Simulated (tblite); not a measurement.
Q: Write a Z-matrix for `CCCCOC(=S)O[SiH3]` as optimised with GFN2-xTB.

A: 
Z-matrix in Å and degrees, rows numbered from 1:
```
C 
C   1  1.5236
C   2  1.5268  1  111.33
C   3  1.5211  2  111.44  1  -179.99
O   4  1.4249  3  108.38  2   179.99
C   5  1.3306  4  118.33  3   179.92
S   6  1.6251  5  124.73  4     0.00
O   6  1.3053  5  112.91  4   179.97
Si  8  1.6626  6  125.18  5     0.03
H   1  1.0876  2  110.51  3    60.01
H   1  1.0869  2  110.50  3  -179.98
H   1  1.0876  2  110.50  3   -59.98
H   2  1.0919  1  109.52  3   121.05
H   2  1.0919  1  109.54  3  -121.08
H   3  1.0915  2  109.90  1    59.29
H   3  1.0915  2  109.91  1   -59.25
H   4  1.0963  3  111.35  2   -60.17
H   4  1.0963  3  111.37  2    60.14
H   9  1.4523  8   97.72  6  -179.94
H   9  1.4589  8  108.73  6    60.67
H   9  1.4589  8  108.75  6   -60.55
```

The C–O distances run from 1.305 Å (C6–O8, drawn single) to 1.425 Å (C4–O5, drawn single), a spread of 0.120 Å. Si9 (oxygen-bound silicon) is distorted tetrahedral (angles from 97.7° to 114.7°). The 9 heavy atoms lie in one plane (0.000 Å rms). Of the pairs four or more bonds apart, S7···H17 is among the closest relative to their van der Waals radii: 2.81 Å, 94 % of the sum of Bondi's values.

The geometry is computed with GFN2-xTB (gas phase).

Point group: Cs (tolerance 0.08 Å). Its GFN2-xTB frequencies are all real (lowest 33 cm⁻¹). The numbers are those of one conformer (C1–C2–C3–C4 180°, C2–C3–C4–O5 180°, C3–C4–O5–C6 180°, C4–O5–C6–S7 0°, O5–C6–O8–Si9 0°). 3 starts were optimised and ended at 0.00, 0.02 and 0.32 kcal/mol (GFN2-xTB); the lowest of these is shown.

The run took 0.64 s on an Arm Neoverse N1 with one thread, shared host. This is the geometry optimisation.
